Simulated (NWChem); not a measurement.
## Excited singlets of H2GeO by symmetry

```xyz
4

Ge     0.2474     0.3120     0.0000
H      1.4793    -0.7714     0.0000
O     -1.0813    -0.9217     0.0000
H     -0.7446    -1.8380     0.0000
```
Charge 0, spin multiplicity 1.

All runs are NWChem calculations. All single points use one geometry, from PBE/def2-SVP, a minimum by its harmonic frequencies. It is one conformer; others weren't searched.

Basis set: def2-SVPD. Symmetry labels belong to the abelian group Cs used in the runs, with the axes of the coordinates shown. Entries are the lowest vertical excitation energy of each symmetry in eV (for CIS and TDDFT among the lowest few roots); a state of one symmetry need not have the same character in every method. Symmetries that some method's roots don't reach, or where a double excitation leads the EOM-CCSD root, are left out.

The Hamiltonian is non-relativistic. The correlated methods keep 10 core orbitals frozen. B3LYP has NWChem's definition, with VWN1-RPA local correlation. The structure started from a generated list of species. No row is a measurement; the coupled-cluster row has its own basis-set and correlation limits.

```csv
method,a",a'
CIS,3.58,6.33
TD-PBE,3.21,5.25
TD-B3LYP,3.28,5.54
TDA-PBE0,3.40,5.70
EOM-CCSD,___,___
```

Some entries are withheld; supply them.


- EOM-CCSD, a": 3.45
- EOM-CCSD, a': 5.94
